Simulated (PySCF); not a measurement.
Ru⁺ (ruthenium, charge +1) across methods

[Kr] 4d6 5s1, high-spin 6D determinant (an excited configuration). All numbers are calculated (PySCF 2.14, scalar relativity by spin-free X2C-1e, in x2c-TZVPPall with one added diffuse shell each of s, p, d, f type (9s7p7d3f1g, 95 functions)).

```
 method  E (hartree)  mean ε 4d α (eV)  mean ε 4d β (eV)  mean ε 5s α (eV)  Σ⟨r²⟩ (bohr²)   ⟨S²⟩
LC-wPBE     -4529.58           -21.131           -18.257           -15.285          41.39  8.751
   TPSS     -4529.83           -16.601           -13.909           -12.373          41.57  8.751
    M06     -4530.02           -18.192           -15.378           -12.938          41.60  8.751
  TPSSh     -4529.84           -17.316           -14.520           -12.650          41.51  8.751
    PBE     -4529.60           -16.600           -13.795           -12.494          41.62  8.751
   PBE0     -4529.68           -18.397           -15.354           -13.175          41.47  8.751
 r2SCAN     -4530.01           -17.065           -13.923           -12.763          41.37  8.751
    UHF  -4527.74501           -23.042           -19.016           -14.741          41.76  8.753
    LDA     -4524.95           -16.704           -13.886           -12.781          41.59  8.750
```
